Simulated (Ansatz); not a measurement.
Born–Oppenheimer molecular dynamics of Cl2GaH3N (7 atoms, charge 0, multiplicity 2). It starts at the highest image of a converged band, a first-order saddle point between two minima.

All numbers below come from UKS B3LYP-D4/def2-SVP (Ansatz).

- ensemble: NVE (velocity Verlet)
- time step: 0.5 fs
- steps asked: 200
- starting velocities drawn for: 300 K
- seed: 3519

First frame:

```xyz
7
Properties=species:S:1:pos:R:3
Ga 0.027 -0.260 0.029
Cl -0.009 -0.107 2.353
N 1.570 0.162 -0.834
H 1.654 0.042 -1.840
H 2.470 0.108 -0.367
Cl -1.815 -0.386 -1.112
H 0.096 0.441 3.877
```

Q: What does the run give?

A: The run went to its last step.

```json
{"steps done": "200", "time covered": "100 fs", "mean temperature over the second half": "643 K", "spread of the potential energy over the second half": "21.7 meV per atom", "mean potential energy of the second half above the start": "-31.6 meV per atom"}
```

The conserved energy stayed within 0.21 meV per atom of its start (net change 0.093 meV per atom), so the integration is sound. The kinetic energy rose, since the run started high on the potential surface and went downhill. It ends in pieces (ClGaH2N + ClH), so much of that is their flight and rotation, not heat. A run of 0.1 ps of so small a system gives no equilibrium averages.

Q: What happens to the structure?

A: Between its relaxed ends the band would form Cl2–H7 and break Ga1–Cl2. These pairs go: Cl2–H7 1.62 → 1.38 Å, Ga1–Cl2 2.33 → 3.05 Å. In the last frame they stand as after the step (other bonds may differ from the relaxed reactants and products). It ends as ClGaH2N + ClH. Pairs count as bonded within 1.25 times the sum of covalent radii (0.12 Å more for H–H). This is one draw of velocities; another would differ in detail.

Q: How do temperature and energy run in time?

A: 
```json
{"time (fs)": "0", "T (K)": "300", "potential energy less start (eV)": "0.000", "conserved less start (meV/atom)": "0.00"}
{"time (fs)": "8", "T (K)": "192", "potential energy less start (eV)": "0.071", "conserved less start (meV/atom)": "0.11"}
{"time (fs)": "16", "T (K)": "118", "potential energy less start (eV)": "0.119", "conserved less start (meV/atom)": "0.18"}
{"time (fs)": "24", "T (K)": "141", "potential energy less start (eV)": "0.103", "conserved less start (meV/atom)": "0.09"}
{"time (fs)": "32", "T (K)": "135", "potential energy less start (eV)": "0.107", "conserved less start (meV/atom)": "0.03"}
{"time (fs)": "40", "T (K)": "148", "potential energy less start (eV)": "0.099", "conserved less start (meV/atom)": "0.09"}
{"time (fs)": "48", "T (K)": "245", "potential energy less start (eV)": "0.036", "conserved less start (meV/atom)": "0.13"}
{"time (fs)": "56", "T (K)": "356", "potential energy less start (eV)": "-0.036", "conserved less start (meV/atom)": "0.06"}
{"time (fs)": "64", "T (K)": "514", "potential energy less start (eV)": "-0.138", "conserved less start (meV/atom)": "0.00"}
{"time (fs)": "72", "T (K)": "688", "potential energy less start (eV)": "-0.251", "conserved less start (meV/atom)": "-0.01"}
{"time (fs)": "80", "T (K)": "820", "potential energy less start (eV)": "-0.336", "conserved less start (meV/atom)": "0.03"}
{"time (fs)": "88", "T (K)": "838", "potential energy less start (eV)": "-0.347", "conserved less start (meV/atom)": "0.14"}
{"time (fs)": "96", "T (K)": "873", "potential energy less start (eV)": "-0.370", "conserved less start (meV/atom)": "0.03"}
```

The run took 7.9 min on 4 threads of Intel(R) Xeon(R) Platinum 8259CL CPU @ 2.50GHz (Skylake/Cascade Lake), on a shared host, peak memory 0.35 GiB.
